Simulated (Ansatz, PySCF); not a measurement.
Molecule: C3H2O (charge 0, singlet). 
Geometry from a B3LYP-D3(BJ)/def2-TZVP (Ansatz, a program for electronic structure) optimisation:
```xyz
6

O      1.5195    -0.1901     0.0624
C      0.3298    -0.0413     0.0135
C     -1.0024    -0.5494    -0.0487
C     -0.8370     0.7796    -0.0268
H     -1.7398    -1.3393    -0.0889
H     -1.3582     1.7270    -0.0382
```

Dipole moments at this geometry, in debye (magnitudes).

| level | program | dipole (D) |
|---|---|---|
| HF/def2-TZVPD | PySCF | 4.95 |
| SVWN5/def2-TZVPD | Ansatz | 4.15 |
| M06-L/def2-TZVPD | PySCF | 4.01 |
| r2SCAN/def2-TZVPD | Ansatz | 4.22 |
| B3LYP/def2-TZVPD | Ansatz | 4.31 |
| TPSSh/def2-TZVPD | PySCF | … |
| MN15/def2-TZVPD | PySCF | 4.36 |
| wB97X-V/def2-TZVPD | Ansatz | 4.43 |
| CCSD(T)/aug-cc-pVDZ | Ansatz | … |

Task: Complete the blanks.

Result: 
- TPSSh/def2-TZVPD, dipole (D): 4.22
- CCSD(T)/aug-cc-pVDZ, dipole (D): 4.22
